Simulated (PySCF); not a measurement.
**How methods differ on the ionisation energy of K⁺**

K⁺ [Ar] (1S) → K²⁺ [Ne] 3s2 3p5 (2P), as a difference of total energies. All numbers are calculated (PySCF 2.14, the non-relativistic Hamiltonian (point nucleus), in def2-SVP (5s3p2d, 24 functions)). Correlated levels: valence: [Ne] 3s2 frozen. The calculations carry no spin-orbit coupling.

```tsv
method	ionisation energy (eV)	difference from reference (eV)
UHF	31.630	+0.005
LDA	33.042	+1.417
M06-2X	32.953	+1.328
MP2 (valence)	32.057	+0.432
SCS-MP2 (valence)	32.028	+0.403
CCSD (valence)	32.090	+0.465
CCSD(T) (valence)	32.090	+0.465
```

Reference: 31.625 eV (measured; NIST Atomic Spectra Database, ionization energies).

These non-relativistic numbers lack the scalar-relativistic shift.

The reference lies between the lowest fine-structure levels, while these numbers refer to the centres of the terms.

Errors of the correlated levels include the incompleteness of this basis and the frozen core.
